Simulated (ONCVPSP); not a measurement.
**What one change does to a pseudopotential (silicon (Si), ONCV)**

| Property | Result |
| --- | --- |
| Element | silicon (Si) |
| Generator | ONCVPSP 4.0.1 |
| Type | optimised norm-conserving Vanderbilt (ONCV) |
| Functional | PBE |
| Relativity | scalar-relativistic |
| Frozen core | [Ne] |
| Valence charge | 4 |
| Reference configuration | 3s2 3p2 |
| Partial waves | 3s: rc 1.40 bohr, ncon 4, nbas 7, qcut 5.7 1/bohr, 2 projectors, debl 1 Ha; 3p: rc 2.00 bohr, ncon 4, nbas 8, qcut 3.7 1/bohr, 3 projectors, debl 3.8 Ha; d scattering state at 0.13 Ha: rc 2.10 bohr, ncon 4, nbas 8, qcut 4.1 1/bohr, 2 projectors, debl 3.9 Ha |
| Local potential | polynomial inside 1.10 bohr (lpopt 5, dvloc0 3 Ha) |
| Core correction | Teter function, parameters optimised by the program |

Change: s: rc 1.58.

Cutoffs: the cutoffs (Ha) at which the residual kinetic energy of the hardest occupied pseudo-wave falls to 1 and 0.1 mHa per electron; they do not see the model core or the augmentation charge, which bear on the density cutoff. Errors are all-electron minus pseudo energies relative to the spin-unpolarised reference configuration.

Predict the effect on cutoff, ghosts and configuration errors.

The potential gets softer (14 Ha and 53 Ha → 7.9 Ha and 10 Ha); both files keep a bound ghost (s); of the 4 tests that both files solve, the error grows in 3 and shrinks in 1 by more than 15 % and 0.3 meV (median size 2.1 → 3.7 meV). A larger radius leaves more room for a smooth pseudo-wave, so fewer plane waves are needed.

| quantity | base | changed |
| --- | --- | --- |
| cutoff, loose | 14 Ha | 7.9 Ha |
| cutoff, tight | 53 Ha | 10 Ha |
| loose cutoff by channel | s 14 Ha, p 3.1 Ha | s 7.9 Ha, p 3.1 Ha |
| bound ghosts | s | s |
| GHOST(+) flags under 300 eV | none | none |
| error for 3s2 3p1, meV [ΔE 7.74 eV] | 0.0 | +0.7 |
| error for 3s2 3p0, meV [ΔE 23.73 eV] | +2.6 | +6.8 |
| error for 3s1 3p0, meV [ΔE 57.70 eV] | +36 | +45 |
| error for 3s1 3p2, meV [ΔE 15.17 eV] | -1.6 | +0.2 |
| p: phases at 2.03 bohr within 0.05 rad from the reference energy up to (Ha; the scan ends near 5) | to the end of the scan | to the end of the scan |
| d: phases at 2.13 bohr within 0.05 rad from the reference energy up to (Ha; the scan ends near 5) | to the end of the scan | to the end of the scan |
| rms error of d²Exc/dni dnj with the model core, mHa | 0.02 | 0.01 |

Base: The cutoffs count occupied waves only; projector 2 of the d channel, the hardest unoccupied one, needs 64 Ha at the loose tolerance. Changed file: The cutoffs count occupied waves only; projector 2 of the d channel, the hardest unoccupied one, needs 64 Ha at the loose tolerance. A true bound ghost makes a file unfit for plane-wave use even where its test errors are small: the radial tests pick states by their node count and pass the ghost by.
